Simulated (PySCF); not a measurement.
Computed shifts of a molecule C2H4BNO2, PBE/pcSseg-1 (PySCF), GIAO, gas phase, equivalent atoms averaged, in ppm (number of nuclei): ¹³C: 177.4 (1), 103.9 (1). ¹⁵N: 464.5 (1). ¹H: 8.57 (1), 6.16 (2), 4.66 (1). References: ¹⁷O against H2O (σ = 334.3 ppm); ¹¹B against BF3 (σ = 83.9 ppm); ¹³C against TMS (σ = 182.0 ppm); ¹⁵N against NH3 (σ = 267.0 ppm); ¹H against TMS (σ = 31.49 ppm), references at their B3LYP-D3(BJ)/def2-TZVP geometries, non-relativistic. Coordinates come from a B3LYP-D3(BJ)/def2-SVP optimisation. One conformer was computed; it need not be the lowest.

Problem. Identify the compound among the candidates.
(A) COBN=C=O
(B) CB(O)N=C=O
(C) OB1C=NCO1
(D) C=C1OB(N)O1

Solution. C, OB1C=NCO1
